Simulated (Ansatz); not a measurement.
CF2 (SMILES F[C]F) moved off its minimum; all values from Ansatz (a program for electronic structure), cores frozen in correlated methods.
(charge 0, multiplicity 1)
```xyz
3

F     -1.05644    -0.24226     0.05986
C      0.02507     0.76938     0.11103
F      1.19678    -0.12342     0.02027
```

Question: Give the forces (eV/Å), the total energy and the dipole at CCSD(T)/aug-cc-pVTZ.

Answer: 
```csv
atom,Fx,Fy,Fz
F1,3.300,3.222,0.166
C2,0.284,-6.078,-0.453
F3,-3.584,2.856,0.287
```
Energy -237.4027 hartree, dipole 0.59 D.

Doubts at one or more of the structures used: a restricted determinant that unrestricted orbitals would lower (CCSD(T)/aug-cc-pVTZ).
